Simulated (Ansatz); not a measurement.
```yaml
atoms:
  - { symbol: S, position_ang: [0.0000, 1.7332, 0.0000] }
  - { symbol: S, position_ang: [0.0000, -1.7332, 0.0000] }
  - { symbol: Fe, position_ang: [1.3550, 0.0000, 0.0000] }
  - { symbol: Cl, position_ang: [2.6543, 0.0000, 1.8369] }
  - { symbol: Cl, position_ang: [2.6543, 0.0000, -1.8369] }
  - { symbol: Fe, position_ang: [-1.3550, 0.0000, 0.0000] }
  - { symbol: Cl, position_ang: [-2.6543, 0.0000, 1.8369] }
  - { symbol: Cl, position_ang: [-2.6543, 0.0000, -1.8369] }
```

Basis set: def2-TZVP on S; pcseg-2 on Cl, Fe. Charge -2. Computed with Ansatz (development build ahead of 0.2.0); the lowest solution found for each multiplicity.

Question: How do the multiplicities compare at this shape? Give, from the lowest of each method, PBE0 (restricted) for 1, 11.

Answer:

| method | multiplicity | E (eV) | <S²> |
| --- | --- | --- | --- |
| PBE0, restricted | 1 | 4.965 | 0.00 |
| PBE0, restricted | 11 | 0.000 | 30.00 |

Caution: no diffuse functions for an anion; other spin multiplicities may lie lower. Caution for PBE0, restricted: no unrestricted run beside it, a lower state can exist.
